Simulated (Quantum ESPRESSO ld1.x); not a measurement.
Problem. Tc XIX, configuration [Ar] 3d7 (the NIST ground configuration). Calculated with ld1.x of Quantum ESPRESSO 7.5: Dirac Kohn-Sham, PW91, spin-unpolarised, spherical densities, point nucleus; open shells fill j = l - 1/2 first.

Spin-orbit splittings of the eigenvalues, e(l+1/2) - e(l-1/2), with zeta = 2 splitting/(2l+1) and mean radii in bohr:

| shell | occ. | splitting (eV) | zeta (eV) | <r> j=l-1/2 | <r> j=l+1/2 |
|---|---|---|---|---|---|
| 2p | 6 | 118.8 | 79.22 | 0.1267 | 0.1314 |
| 3p | 6 | 22.07 | 14.71 | 0.3898 | 0.3988 |
| 3d | 7 | ? | ? | 0.3654 | 0.3682 |
| 4p | 0 | 6.287 | 4.191 | 0.8534 | 0.8662 |

Estimate the 3d splitting.

Solution. 4.503 eV (zeta = 1.801 eV).
